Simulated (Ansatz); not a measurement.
`B[NH][GaH][F]` from Hartree–Fock to CCSD(T)

Cartesian coordinates in Å:
```
B 0.964 -1.088 -0.052
N -0.084 -0.342 0.496
Ga -0.776 1.168 -0.287
F -2.082 1.854 0.665
H 1.444 -0.726 -1.093
H 1.373 -2.066 0.506
H -0.489 -0.645 1.371
H -0.350 1.843 -1.605
```

Charge 0, multiplicity 1. Correlated methods include outer-core shells of Ga, which these sets cover unevenly. Scalar relativity is left out up to krypton. All single points use the PBE0-D4/def2-TZVP geometry. It is one conformer, not always the lowest. Frozen core, restricted reference, Ansatz.

```csv
basis,HF (Eh),MP2 corr.,CCSD corr.,(T),CCSD(T) total
def2-SVP,-2103.85361,-0.65391,?,?,?
def2-TZVPP,-2104.32406,-0.79141,?,?,?
def2-QZVPP,-2104.37374,-1.08399,–,–,–
```

Q: Fill in the withheld values. (An estimate is asked.)

A: Ansatz gave: def2-SVP CCSD corr.: -0.67141; def2-SVP (T): -0.01771; def2-SVP CCSD(T) total: -2104.54273; def2-TZVPP CCSD corr.: -0.80664; def2-TZVPP (T): -0.02920; def2-TZVPP CCSD(T) total: -2105.15990.
